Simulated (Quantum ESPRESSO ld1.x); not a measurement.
The numbers below are computed, except where a source is named.
Q: Os12+, configuration [Kr] 4d10 4f14 5s2 5p2. Code: ld1.x of Quantum ESPRESSO 7.5. Model: Dirac Kohn-Sham, LDA (Slater exchange, Perdew-Zunger correlation), spin-unpolarised, spherical densities, point nucleus; open shells are shared between the two j in proportion to 2j + 1. Some entries of the table are withheld. Estimate them.

| orbital | occ. | eigenvalue (eV) | r(max) (bohr) | <1/r> (bohr^-1) |
|---|---|---|---|---|
| 1s1/2 | 2 | -73934.1 | 0.01103 | 90.45 |
| 2s1/2 | 2 | -13050.9 | 0.06363 | 22.09 |
| 2p1/2 | 2 | -12507.9 | 0.04710 | 22.05 |
| 2p3/2 | 4 | -10977.7 | 0.05416 | 18.31 |
| 3s1/2 | 2 | -3202.48 | 0.1791 | 8.110 |
| 3p1/2 | 2 | -2959.28 | (1) | 8.027 |
| 3p3/2 | 4 | -2625.44 | (2) | 7.054 |
| 3d3/2 | 4 | -2217.26 | 0.1419 | (3) |
| 3d5/2 | 6 | -2144.84 | 0.1459 | (4) |
| 4s1/2 | 2 | -844.676 | 0.4052 | 3.424 |
| 4p1/2 | 2 | -742.561 | 0.4041 | 3.315 |
| 4p3/2 | 4 | -663.703 | 0.4343 | 2.976 |
| 4d3/2 | 4 | -495.763 | 0.4288 | (5) |
| 4d5/2 | 6 | -481.082 | 0.4383 | (6) |
| 5s1/2 | 2 | -292.646 | 0.8865 | 1.460 |
| 4f5/2 | 6 | -267.019 | 0.4001 | 2.311 |
| 4f7/2 | 8 | -264.073 | 0.4047 | 2.281 |
| 5p1/2 | 0.666667 | -257.524 | 0.9288 | 1.369 |
| 5p3/2 | 1.33333 | -241.006 | 0.9919 | 1.268 |

A: 
(1) 3p1/2 r(max) (bohr): 0.1674
(2) 3p3/2 r(max) (bohr): 0.1819
(3) 3d3/2 <1/r> (bohr^-1): 6.953
(4) 3d5/2 <1/r> (bohr^-1): 6.727
(5) 4d3/2 <1/r> (bohr^-1): 2.771
(6) 4d5/2 <1/r> (bohr^-1): 2.692
